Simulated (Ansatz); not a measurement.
The same molecule with X = C, Si, Ge. Ansatz, PBE0-D4/def2-TZVP geometries, multiplicity 1. Each molecule was computed in one conformer, which needn't be the lowest.

Scalar relativity is left out up to krypton.

```
 X           molecule  mean X–H bond length / Å  mean X–N bond length / Å  LUMO energy (PBE0/def2-TZVPP) / eV  HOMO energy (B3LYP/def2-TZVPP) / eV  HOMO–LUMO gap (B3LYP/def2-TZVPP) / eV
Si     `OB(F)N[SiH3]`                     1.485                     1.739                                0.24                                -7.78                                   7.73
Ge  `OB(F)[NH][GeH3]`                     1.536                     1.847                                0.35                                -7.54                                   7.58
```

(1) Give the row for X = C, `CNB(O)F`. (An estimate is asked.)

Results:

(1) The calculation gave: 
| X | molecule | mean X–H bond length / Å | mean X–N bond length / Å | LUMO energy (PBE0/def2-TZVPP) / eV | HOMO energy (B3LYP/def2-TZVPP) / eV | HOMO–LUMO gap (B3LYP/def2-TZVPP) / eV |
| --- | --- | --- | --- | --- | --- | --- |
| C | `CNB(O)F` | 1.093 | 1.445 | 0.44 | -7.17 | 7.24 |

From C to Ge the mean X–H bond length rises at each step, by 0.443 Å in all; the mean X–N bond length rises at each step, by 0.402 Å in all; the LUMO energy (PBE0/def2-TZVPP) isn't monotonic: highest at C, lowest at Si; the HOMO energy (B3LYP/def2-TZVPP) isn't monotonic: highest at C, lowest at Si; the HOMO–LUMO gap (B3LYP/def2-TZVPP) isn't monotonic: highest at Si, lowest at C. Bonds lengthen as the atom grows down the group.

Positive LUMOs are unbound, so they and the gaps depend on the basis.

B3LYP here is the variant with VWN-RPA as its local correlation; programs differ in this.
